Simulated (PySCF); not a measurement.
B3LYP has the VWN-RPA correlation part, as in Gaussian. 

Z-matrix (Å, degrees):
```
Si
O 1 1.6640
C 2 1.4932 1 69.70
H 3 1.0862 2 112.49 1 -115.01
H 3 1.0862 4 113.72 2 129.34
H 1 1.4740 2 117.17 3 -110.52
H 1 1.4740 6 112.87 2 140.66
```
Charge 0, multiplicity 1.

Q: Predict the LUMO, total energy, dipole moment, HOMO and HOMO–LUMO gap from B3LYP-D3(BJ)/def2-TZVP run with PySCF 2.14.0.

A: 
```
Property             Result
-------------  ------------
LUMO               -0.76 eV
total energy   -11028.44 eV
dipole moment        1.89 D
HOMO               -7.49 eV
HOMO–LUMO gap       6.73 eV
```
